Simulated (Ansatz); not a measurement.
H6BN, charge +1, doublet, geometry from GFN2-xTB (a state made from the parent by changing its charge; the spin is typed, not shown lowest); CASSCF(3,4)/def2-SVP in Ansatz (a first-principles code).

Ansatz was given this input:
Ansatz 0.2 input:
```yaml
crystal:
  periodic: [false, false, false]
  atoms:
    - {symbol: B, position_ang: [-0.85051203, 0.06525178, -0.06216762]}
    - {symbol: N, position_ang: [0.70357850, -0.08009044, 0.02427321]}
    - {symbol: H, position_ang: [-1.30954677, -0.64628740, -0.87230335]}
    - {symbol: H, position_ang: [-1.20459559, 1.22132277, -0.09425435]}
    - {symbol: H, position_ang: [-1.37603601, 0.05512166, 1.02715637]}
    - {symbol: H, position_ang: [0.95331946, -1.04940407, 0.24390669]}
    - {symbol: H, position_ang: [1.13826137, 0.52765231, 0.72274386]}
    - {symbol: H, position_ang: [1.12610821, 0.12596886, -0.88632359]}
basis:
  gaussian:
    orbitals: def2-SVP
hamiltonian:
  xc: hf
total_charge: 1
correlation: {active_space: {window: {electrons: 3, orbitals: 4}}}
magnetization: {spin_polarized: false, initial_magnetization: 1}
```

Output, abridged:

```
Functional definition: HF
596 factors; integrals over basis functions are off by at most 1.2e-3 eV
mean field evaluation 1: about -2234.1619 eV, gradient 3.9e1 eV
mean field evaluation 2: about -2234.2333 eV, gradient 3.8e1 eV
mean field evaluation 4: about -2237.5550 eV, gradient 2.3e0 eV
mean field evaluation 8: about -2237.5779 eV, gradient 8.1e-2 eV
mean field evaluation 16: about -2237.5763 eV, gradient 2.6e-1 eV
mean field -2237.57788513 eV, -82.2294705936 hartree, gradient 5.7e-6 eV, S^2 0.750000; 2 other end points of the search recorded, 0 dependent functions left out
reference -2237.57788513 eV, -82.2294705936 hartree; 9, 8 occupied and 49, 50 virtual orbitals, 596 factors
state -2238.25767415 eV, -82.2544523795 hartree
the orbitals are reached from a further start. From the first start the search ends at -2238.17161099 eV, -82.2512896166 hartree
Total energy: -2238.25767415 eV, -82.2544523795 hartree
```
